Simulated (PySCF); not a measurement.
Input of a driver script around PySCF for `[SiH3][GeH2][F]`, coordinates in Å (PBE0-D3(BJ)/def2-SVP geometry):
```
{"job": {"kind": "eom", "basis": "aug-cc-pVDZ", "nee": 0}, "charge": 0, "multiplicity": 1}
F      1.865824     0.148251     1.380765
Ge     1.142679    -0.059978    -0.202432
Si    -1.218326     0.051651     0.105536
H      1.637259    -1.426763    -0.714012
H      1.709692     1.076763    -1.074607
H     -1.589098     1.377193     0.682106
H     -1.657653    -1.040639     1.022686
H     -1.881895    -0.117184    -1.223678
```

What does the run print?

```
E(HF) = -2466.6590776410
E(MP2) = -2467.1018576613
E(CCSD) = -2467.1458917758
T1 diagnostic = 0.0120

EOM-IP-CCSD (eV)   Koopmans (eV)
  10.6760      11.2192
  12.0810      12.8881
  12.8071      13.5365
  12.9088      13.7088
  14.2569      16.0842
  14.6330      16.9548
  14.7004      16.9159
  17.5048      19.2593
```

Method: CCSD and EOM-CCSD/aug-cc-pVDZ in PySCF, restricted Hartree–Fock reference, frozen core, non-relativistic, gas phase, PBE0-D3(BJ)/def2-SVP geometry. Each EOM-IP line stands beside −ε of the orbital with the largest one-hole amplitude.

What correlation energies follow, and how does the T1 diagnostic stand?

MP2 -0.44278 Eh, CCSD -0.48681 Eh; CCSD lies 44.0 mEh below MP2. T1 = 0.0120, below the customary warning level of 0.02.

Which orbital leads each EOM-IP root, and how large is the one-hole share of its vector?

10.68 eV: HOMO, one-hole share 0.96; 12.08 eV: HOMO-1, one-hole share 0.94; 12.81 eV: HOMO-2, one-hole share 0.94; 12.91 eV: HOMO-3, one-hole share 0.94; 14.26 eV: HOMO-4, one-hole share 0.94; 14.63 eV: HOMO-6, one-hole share 0.94; 14.70 eV: HOMO-5, one-hole share 0.93; 17.50 eV: HOMO-7, one-hole share 0.86.

Time: 2.2 min wall. Hardware: one thread of an Arm Neoverse V1, shared host.
